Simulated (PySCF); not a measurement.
## Two-photon absorption: SMILES o1c(B(F)F)ccc1, C₄H₃BF₂O

Geometry (Å), atoms numbered from 1 in this order:
```xyz
11

F     2.7745   -0.8078    0.6765
B     2.0911    0.1677    0.1029
F     2.8279    1.1619   -0.3499
C     0.5620    0.1101   -0.0078
C    -0.3224   -0.8629    0.4204
C    -1.6117   -0.4264    0.0724
C    -1.4352    0.7810   -0.5444
O    -0.1486    1.1096   -0.5970
H    -0.0542   -1.7705    0.9214
H    -2.5392   -0.9303    0.2503
H    -2.1386    1.4702   -0.9708
```

Computed, not measured: PySCF, TDDFT CAM-B3LYP/aug-cc-pVDZ excited states, vertical, gas phase. Geometry: GFN2-xTB.

Task: Give the one- and two-photon strengths of the lowest singlets.

Result: δ for parallel linear polarisation; σ at the peak of a Lorentzian of half width 0.1 eV, single beam; Ω is circular over linear.
```tsv
state	E (eV)	f	photon λ (nm)	δ (au)	σ (GM)	Ω	main
S1	5.42	0.320	457	122	1.32	0.94	HOMO→LUMO 0.97
S2	6.32	0.001	392	150	2.19	1.50	HOMO→LUMO+1 0.87
S3	6.46	0.022	384	130	1.98	1.03	HOMO−1→LUMO 0.80, HOMO→LUMO+8 0.16
S4	6.93	0.035	358	6.75	0.12	1.50	HOMO→LUMO+2 0.65, HOMO→LUMO+3 0.16
S5	7.09	0.001	350	30.6	0.56	1.50	HOMO→LUMO+3 0.61, HOMO→LUMO+2 0.25
```

Among these, the strongest one-photon state is S1, the strongest two-photon state S2, with a dipole change of 3.8 D (relaxed, norm of the difference vector).
